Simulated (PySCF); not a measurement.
From one molecule to another.

First species: C5H9NO3S.
SMILES: `CS(=O)(=O)[C@@H]1CNC(=O)C1`

Second species: C₇H₁₄NP.
SMILES: `C(=C)C[P@](=N)(C)C(=C)C`

Levels: PBE0/pcSseg-1 for HOMO energy, LUMO energy and HOMO–LUMO gap. Geometries: GFN2-xTB. All species are isolated and taken at one optimised geometry, non-relativistic unless stated; the electronic structure was computed with PySCF and density fitting.

Dipoles, sizes and rotational constants follow the conformer. The torsions of the flexible species, by atom-mapped SMILES:
- `[CH2:1]=[CH:2][CH2:3][P@@:4]([CH3:5])(=[NH:6])[C:7](=[CH2:8])[CH3:9]`: C1–C2–C3–P4 103°, C2–C3–P4–C5 51°, C3–P4–C7–C8 -93°

The conformers of `CS(=O)(=O)[C@@H]1CNC(=O)C1` aren't listed.

Values for the first species:

| Quantity | Value |
| --- | --- |
| HOMO energy | -7.79 eV |
| LUMO energy | 0.24 eV |
| HOMO–LUMO gap | 8.03 eV |

(1) Estimate the same properties for the second species, and the change in each.

## Answers

(1) 
| property | first | second | second less first |
| --- | --- | --- | --- |
| HOMO energy | -7.79 eV | -6.20 eV | +1.59 eV |
| LUMO energy | 0.24 eV | -0.33 eV | -0.57 eV |
| HOMO–LUMO gap | 8.03 eV | 5.87 eV | -2.16 eV |

On the first:  GFN2-xTB frequencies show an imaginary mode (115i cm⁻¹), so this geometry is no minimum at that level.

